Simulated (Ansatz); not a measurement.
Stepwise reaction of `F[SiH](F)O[SiH3]` with hydrogen chloride, as a gas-phase model of exchange steps in deposition or etching. ΔE in kJ/mol; ΔG adds harmonic PBE0-D4 terms to CCSD(T)/CBS, at 1 bar.

Gas-phase electronic energies from Ansatz, PBE0-D4/def2-TZVP geometries. CCSD(T)/CBS is the MP2 limit (def2-TZVPP, def2-QZVPP) plus CCSD(T) − MP2 in def2-TZVPP, frozen cores. This one scheme is used for every species. DFT in def2-TZVPP. B3LYP here is the variant with VWN-RPA as its local correlation; programs differ in this. One conformer a species, not always the lowest.

```
step                                              reaction  PBE-D4  B3LYP-D4  ωB97M-V  CCSD(T)/CBS  ΔG(500 K)
   1  `F[SiH](F)O[SiH3]` + HCl → `F[SiH](Cl)O[SiH3]` + H–F    43.5      53.9     52.3         51.2       58.0
```

Question: Give the row of step 2, `F[SiH](Cl)O[SiH3]` + HCl → `[SiH3]O[SiH](Cl)Cl` + H–F. (Estimate.)

Answer: The calculation gave: 
```csv
step,reaction,PBE-D4,B3LYP-D4,ωB97M-V,CCSD(T)/CBS,ΔG(500 K)
2,`F[SiH](Cl)O[SiH3]` + HCl → `[SiH3]O[SiH](Cl)Cl` + H–F,41.6,51.5,50.5,48.1,53.0
```

Question: By hand: ΔE of the 2 steps together at CCSD(T)/CBS.

Answer: (51.2) + (48.1) = 99.3 kJ/mol, or 49.7 kJ/mol a step.

In ΔE the steps differ by no more than 3.1 kJ/mol. All are uphill at CCSD(T)/CBS. ΔG lies between 53.0 and 58.0 kJ/mol a step. PBE-D4 differs from CCSD(T)/CBS by -7.7 to -6.5 kJ/mol a step. Isolated molecules leave out the surface, adducts and barriers. Largest T1 diagnostic: 0.012.
